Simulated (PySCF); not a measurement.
C8H6N2S, SMILES c1ccc(-c2nccs2)nc1. Coordinates come from a PBE0-D3(BJ)/def2-SVP optimisation. The values are those of a single conformer.

Computed equilibrium geometry at PBE0-D3(BJ)/def2-SVP (PySCF confirms it by a frequency run) as bond lengths and angles (one conformer of several):
Atoms: C1 C2 C3 C4 C5 N6 C7 C8 S9 N10 C11 H12 H13 H14 H15 H16 H17. Bonded distances (Å): C1–C2 1.392, C1–C11 1.396, C1–H12 1.092, C2–C3 1.389, C2–H13 1.092, C3–C4 1.403, C3–H14 1.093, C4–C5 1.474, C4–N10 1.335, C5–N6 1.301, C5–S9 1.751, N6–C7 1.357, C7–C8 1.371, C7–H15 1.092, C8–S9 1.713, C8–H16 1.089, N10–C11 1.325, C11–H17 1.096. Bond angles (°): C2–C1–C11 117.9, C2–C1–H12 121.5, C11–C1–H12 120.6, C1–C2–C3 118.8, C1–C2–H13 120.9, C3–C2–H13 120.3, C2–C3–C4 118.8, C2–C3–H14 120.4, C4–C3–H14 120.8, C3–C4–C5 121.2, C3–C4–N10 122.3, C5–C4–N10 116.6, C4–C5–N6 124.9, C4–C5–S9 121.4, N6–C5–S9 113.7, C5–N6–C7 111.6, N6–C7–C8 115.8, N6–C7–H15 119.8, C8–C7–H15 124.4, C7–C8–S9 109.6, C7–C8–H16 128.8, S9–C8–H16 121.6, C5–S9–C8 89.3, C4–N10–C11 118.4, C1–C11–N10 123.7, C1–C11–H17 120.1, N10–C11–H17 116.2.
Charge 0, spin multiplicity 1.
